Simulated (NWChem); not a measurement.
A calculation on H₃ClSi

```xyz
5

Si     0.0279    -0.9965     0.0000
Cl    -0.0303     1.0818     0.0000
H      0.7444    -1.4600     1.2180
H      0.7444    -1.4600    -1.2180
H     -1.3644    -1.5191     0.0000
```
Charge 0, spin multiplicity 1.

The numbers come from NWChem runs, not from measurements. The geometry was optimised at B3LYP/def2-SVP, a minimum by its harmonic frequencies.

The field's frequency is 0.0773 Ha (589 nm).

B3LYP has NWChem's definition, with VWN1-RPA local correlation. The structure started from a generated list of species.

Problem. Give the polarisability tensor in bohr³ at B3LYP/def2-SVPD, VWN1-RPA local correlation, in the frame of the coordinates, and its isotropic mean.

Solution. 
```
40.51  -0.31   0.00
-0.31  51.74   0.00
 0.00   0.00  40.50
```
Mean (one third of the trace): 44.25 bohr³.
